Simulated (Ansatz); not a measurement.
Reaction (formal exchange of groups at the Si–O bond): `N[SiH](N)O[SiH3]` + `C=CCF` → `C=C([SiH3])CF` + `N[SiH](N)O`

Calculated with Ansatz (gas phase, PBE0-D4/def2-TZVP geometries, no zero-point term in ΔE). CCSD(T)/CBS is the MP2 limit (def2-TZVPP, def2-QZVPP) plus CCSD(T) − MP2 in def2-TZVPP, frozen cores. This one scheme is used for every species. Functionals use def2-TZVPP. B3LYP here is the variant with VWN-RPA as its local correlation; programs differ in this. Each species was taken in one conformer, which may not be the lowest.

```json
{"level": "PBE0-D4", "ΔE (kcal/mol)": "23.4", "difference from CCSD(T)/CBS": "-1.8"}
{"level": "B3LYP-D4", "ΔE (kcal/mol)": "26.1", "difference from CCSD(T)/CBS": "0.9"}
{"level": "ωB97X-V", "ΔE (kcal/mol)": "25.3", "difference from CCSD(T)/CBS": "0.1"}
{"level": "ωB97M-V", "ΔE (kcal/mol)": "25.1", "difference from CCSD(T)/CBS": "-0.1"}
{"level": "B2PLYP", "ΔE (kcal/mol)": "26.1", "difference from CCSD(T)/CBS": "0.9"}
{"level": "PBE", "ΔE (kcal/mol)": "21.8", "difference from CCSD(T)/CBS": "-3.4"}
{"level": "r2SCAN", "ΔE (kcal/mol)": "24.9", "difference from CCSD(T)/CBS": "-0.3"}
{"level": "HF/def2-TZVPP", "ΔE (kcal/mol)": "31.1", "difference from CCSD(T)/CBS": "5.9"}
{"level": "MP2/def2-TZVPP", "ΔE (kcal/mol)": "25.1", "difference from CCSD(T)/CBS": "-0.1"}
{"level": "SCS-MP2/def2-TZVPP", "ΔE (kcal/mol)": "26.3", "difference from CCSD(T)/CBS": "1.1"}
{"level": "CCSD/def2-TZVPP", "ΔE (kcal/mol)": "26.2", "difference from CCSD(T)/CBS": "1.0"}
{"level": "CCSD(T)/def2-TZVPP", "ΔE (kcal/mol)": "25.2", "difference from CCSD(T)/CBS": "0.0"}
{"level": "MP2/def2-QZVPP", "ΔE (kcal/mol)": "25.3", "difference from CCSD(T)/CBS": "0.1"}
{"level": "SCS-MP2/def2-QZVPP", "ΔE (kcal/mol)": "26.5", "difference from CCSD(T)/CBS": "1.3"}
{"level": "MP2/CBS(def2)", "ΔE (kcal/mol)": "25.2", "difference from CCSD(T)/CBS": "0.0"}
{"level": "CCSD/CBS(def2)", "ΔE (kcal/mol)": "26.2", "difference from CCSD(T)/CBS": "1.0"}
{"level": "CCSD(T)/CBS", "ΔE (kcal/mol)": "25.2", "difference from CCSD(T)/CBS": "0"}
```

Largest T1 diagnostic among the species: 0.012.

From PBE to PBE0 (25 % exact exchange), in def2-TZVPP and without D4, ΔE moves by +1.6 kcal/mol. In def2-TZVPP, CCSD(T) changes the Hartree–Fock value by −5.9 kcal/mol (the triples alone add −1.0 kcal/mol) and MP2 by −6.0 kcal/mol.
